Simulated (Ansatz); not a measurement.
CH$_{9}$NOSi$_{2}$ (`OC([SiH3])N[SiH3]`) at its PBE0-D4/def2-TZVP geometry, where that method's forces vanish. The species carries charge 0 and has multiplicity 1.

```
atom   x (Å)   y (Å)   z (Å)
  O1  -0.208   0.046   2.083
  C2   0.171  -0.206   0.745
 Si3   1.955   0.433   0.546
  N4  -0.728   0.406  -0.199
 Si5  -1.502  -0.436  -1.487
  H6  -1.148  -0.153   2.159
  H7   0.156  -1.289   0.542
  H8   2.450   0.006  -0.789
  H9   2.862  -0.085   1.601
 H10   1.910   1.919   0.597
 H11  -0.674   1.414  -0.225
 H12  -2.090  -1.685  -0.935
 H13  -0.597  -0.829  -2.606
 H14  -2.554   0.459  -2.032
```

**Question.** For each bond, give half the difference of the two atoms' forces along it (eV/Å; positive pushes the atoms apart) under PBE-D4, r2SCAN-D4, B3LYP-D4, ωB97M-V in def2-TZVPP. (Estimate.)

**Answer.** Ansatz gave: 
```json
{"bond": "O1–C2", "length (Å)": "1.414", "PBE-D4": "0.33", "r2SCAN-D4": "0.30", "B3LYP-D4": "0.31", "ωB97M-V": "0.24"}
{"bond": "O1–H6", "length (Å)": "0.964", "PBE-D4": "0.42", "r2SCAN-D4": "0.02", "B3LYP-D4": "-0.05", "ωB97M-V": "-0.11"}
{"bond": "C2–Si3", "length (Å)": "1.905", "PBE-D4": "-0.02", "r2SCAN-D4": "-0.06", "B3LYP-D4": "-0.01", "ωB97M-V": "-0.08"}
{"bond": "C2–N4", "length (Å)": "1.439", "PBE-D4": "0.02", "r2SCAN-D4": "0.16", "B3LYP-D4": "0.17", "ωB97M-V": "0.22"}
{"bond": "C2–H7", "length (Å)": "1.102", "PBE-D4": "0.08", "r2SCAN-D4": "-0.06", "B3LYP-D4": "-0.16", "ωB97M-V": "-0.15"}
{"bond": "Si3–H8", "length (Å)": "1.487", "PBE-D4": "0.06", "r2SCAN-D4": "-0.03", "B3LYP-D4": "-0.07", "ωB97M-V": "-0.09"}
{"bond": "Si3–H9", "length (Å)": "1.485", "PBE-D4": "0.06", "r2SCAN-D4": "-0.03", "B3LYP-D4": "-0.08", "ωB97M-V": "-0.11"}
{"bond": "Si3–H10", "length (Å)": "1.488", "PBE-D4": "0.08", "r2SCAN-D4": "-0.03", "B3LYP-D4": "-0.07", "ωB97M-V": "-0.10"}
{"bond": "N4–Si5", "length (Å)": "1.723", "PBE-D4": "0.08", "r2SCAN-D4": "-0.04", "B3LYP-D4": "0.05", "ωB97M-V": "0.08"}
{"bond": "N4–H11", "length (Å)": "1.010", "PBE-D4": "0.20", "r2SCAN-D4": "0.00", "B3LYP-D4": "-0.06", "ωB97M-V": "-0.09"}
{"bond": "Si5–H12", "length (Å)": "1.487", "PBE-D4": "0.05", "r2SCAN-D4": "-0.03", "B3LYP-D4": "-0.08", "ωB97M-V": "-0.12"}
{"bond": "Si5–H13", "length (Å)": "1.491", "PBE-D4": "0.03", "r2SCAN-D4": "-0.02", "B3LYP-D4": "-0.07", "ωB97M-V": "-0.12"}
{"bond": "Si5–H14", "length (Å)": "1.485", "PBE-D4": "0.05", "r2SCAN-D4": "-0.03", "B3LYP-D4": "-0.09", "ωB97M-V": "-0.13"}
```

B3LYP here is the variant with VWN-RPA as its local correlation; programs differ in this.
